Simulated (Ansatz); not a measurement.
C2H6AlFOSi (`CO[SiH]1[CH2][Al]1[F]`), relaxed with RKS PBE-D4/def2-SVP in Ansatz 0.2.0 from a rough embedded geometry. The force threshold is 0.03 eV/Å; the program also tests the step.

Total charge 0; spin multiplicity 1.

Start:

```xyz
12

C    -1.544    0.742   -1.288
O    -1.429    0.213    0.035
Si   -0.058   -0.863    0.091
C     1.453   -0.019    0.478
Al    1.100   -0.838    2.165
F     1.330   -1.118    3.952
H    -0.600    1.338   -1.482
H    -1.697   -0.044   -2.005
H    -2.386    1.496   -1.257
H     0.104   -1.705   -1.091
H     1.367    1.167    0.454
H     2.359   -0.367   -0.051
```

```csv
step,energy (eV),largest force (eV/Å),largest move (Å)
1,-21385.2995,5.225,0.000
2,-21386.0764,2.274,0.161
3,-21386.3031,0.664,0.126
4,-21386.3314,0.422,0.060
5,-21386.3424,0.297,0.077
6,-21386.3469,0.127,0.110
7,-21386.3513,0.053,0.026
8,-21386.3542,0.055,0.048
9,-21386.3585,0.134,0.116
10,-21386.3634,0.192,0.088
11,-21386.3663,0.507,0.193
13,-21386.4061,0.235,0.113
15,-21386.4230,0.117,0.056
17,-21386.4262,0.068,0.042
19,-21386.4282,0.110,0.058
21,-21386.4292,0.056,0.033
23,-21386.4301,0.104,0.016
25,-21386.4321,0.141,0.064
27,-21386.4354,0.103,0.200
29,-21386.4419,0.099,0.091
31,-21386.4448,0.086,0.016
33,-21386.4469,0.027,0.045
35,-21386.4478,0.039,0.008
36,-21386.4480,0.025,0.010
```

End:

```xyz
12

C    -1.779    0.798   -1.512
O    -0.657    0.876   -0.653
Si    0.084   -0.428    0.104
C     1.873   -0.177    0.736
Al    0.882   -0.967    2.245
F     1.204   -1.382    3.839
H    -1.760    1.669   -2.202
H    -1.781   -0.131   -2.129
H    -2.734    0.835   -0.940
H    -0.018   -1.636   -0.805
H     1.909    0.841    1.214
H     2.775   -0.297    0.102
```

Run time 77 s (4 threads of an Arm Neoverse V1 on a shared host); peak host memory 0.19 GiB.
